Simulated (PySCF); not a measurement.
Se(OH)F5.
InChI=1S/F5HOSe/c1-7(2,3,4,5)6/h6H

Method used: PySCF 2.14.0, density-fitted response routines, TDDFT B3LYP/def2-SVPD, vertical, gas phase, core orbitals frozen in the response. Isolated species at its PBE0-D3(BJ)/def2-SVP geometry, gas phase. The B3LYP/def2-SVPD calculation is non-relativistic and has no spin–orbit coupling, an omission that weighs most on selenium.

Question: What does the calculation give for the low-lying excited states?

Answer: 

```json
{"state": "S1", "E (eV)": "5.49", "E (hartree)": "0.2018", "f": "0.0036", "main configurations (H = HOMO, L = LUMO)": "H→L (99%)"}
{"state": "S2", "E (eV)": "6.66", "E (hartree)": "0.2446", "f": "0.0000", "main configurations (H = HOMO, L = LUMO)": "H-2→L (99%)"}
{"state": "S3", "E (eV)": "6.67", "E (hartree)": "0.2450", "f": "0.0082", "main configurations (H = HOMO, L = LUMO)": "H-1→L (82%), H-4→L (13%)"}
{"state": "S4", "E (eV)": "7.00", "E (hartree)": "0.2573", "f": "0.0069", "main configurations (H = HOMO, L = LUMO)": "H-3→L (76%), H-4→L (21%)"}
{"state": "S5", "E (eV)": "7.29", "E (hartree)": "0.2679", "f": "0.050", "main configurations (H = HOMO, L = LUMO)": "H-4→L (59%), H-3→L (16%), H-1→L (15%)"}
{"state": "S6", "E (eV)": "7.46", "E (hartree)": "0.2741", "f": "0.0001", "main configurations (H = HOMO, L = LUMO)": "H-5→L (72%), H-6→L (27%)"}
{"state": "S7", "E (eV)": "7.63", "E (hartree)": "0.2803", "f": "0.035", "main configurations (H = HOMO, L = LUMO)": "H-6→L (49%), H-7→L (26%), H-5→L (18%)"}
{"state": "S8", "E (eV)": "7.64", "E (hartree)": "0.2807", "f": "0.034", "main configurations (H = HOMO, L = LUMO)": "H-7→L (65%), H-6→L (21%)"}
{"state": "S9", "E (eV)": "8.00", "E (hartree)": "0.2941", "f": "0.036", "main configurations (H = HOMO, L = LUMO)": "H-8→L (86%), H-9→L (9%)"}
{"state": "S10", "E (eV)": "8.82", "E (hartree)": "0.3243", "f": "0.0010", "main configurations (H = HOMO, L = LUMO)": "H-9→L (68%), H-13→L (11%)"}
```

Triplets, Tamm–Dancoff:

```
state  E (eV)  λ (nm)  main configurations (H = HOMO, L = LUMO)
   T1    5.05   245.4                                 H→L (98%)
   T2    6.07   204.3                               H-1→L (98%)
   T3    6.26   198.0                               H-2→L (98%)
   T4    6.50   190.8                  H-3→L (69%), H-4→L (28%)
```

The lowest singlet lies at 5.49 eV (226 nm, ultraviolet) and is very weak; its leading configuration is HOMO→LUMO (99%). The most intense listed level is S5 at 7.29 eV (170 nm, f = 0.050), 1.80 eV above S1. Löwdin shares by element: HOMO oxygen 73%, fluorine 16% or more; LUMO fluorine 27% or more, selenium 21%, oxygen 14% (atoms not listed hold the other 38%). The oscillator strengths of these states sum to 0.175; summed over the whole spectrum of an exact calculation they would give the number of electrons, 88 (Thomas–Reiche–Kuhn). Of the 10 states listed, 4 reach f = 0.01 and 2 stay under 0.0005. Orbital energies (eV): HOMO-3 -12.50, HOMO-2 -12.17, HOMO-1 -12.02, HOMO -10.93, LUMO -4.00, LUMO+1 -0.43, LUMO+2 0.64. No computed singlet lies in the visible range (380 to 750 nm); the lowest, at 226 nm, stands 2.23 eV above its violet end (3.26 eV). The window holds the lowest 10 singlets.

The run took 34 s of wall time (grids of density and orbitals included) on one thread of an Arm Neoverse V1, no GPU, shared host, and the process peaked at 0.82 GiB of memory.
